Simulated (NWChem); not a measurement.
Species: CHO2 cation; SMILES O=C=[OH+]

Results from NWChem. Medium grid unless said otherwise, to which SCAN and Minnesota functionals are sensitive. Coordinates come from a PBE-D3(BJ)/def2-SVP optimisation. B3LYP is NWChem's, with the RPA form of VWN correlation. Total energies of different functionals are on different scales.

| level | energy (Ha) | highest occupied level (eV) | orbital gap (eV) | relative time |
|---|---|---|---|---|
| B3LYP/def2-TZVP | -188.8809 | -19.20 | 10.16 | 1 |
| PBE/def2-TZVP | -188.6910 | -17.77 | 7.86 | 1 |
| M06/def2-TZVP | -188.7967 | -19.54 | 10.94 | 1 |
| PW91/def2-TZVP | -188.8315 | -17.84 | 7.86 | 2 |
| LRC-wPBEh/def2-TZVP | -188.6975 | -21.36 | 14.50 | 8 |
| TPSS/def2-TZVP | -188.9085 | -17.85 | 8.11 | 1 |
| MN15-L/def2-TZVP | -188.7232 | -18.29 | 9.41 | 1 |
| OLYP/def2-TZVP | -188.8470 | -17.71 | 7.94 | 1 |

Times are rough ratios from one shared machine.
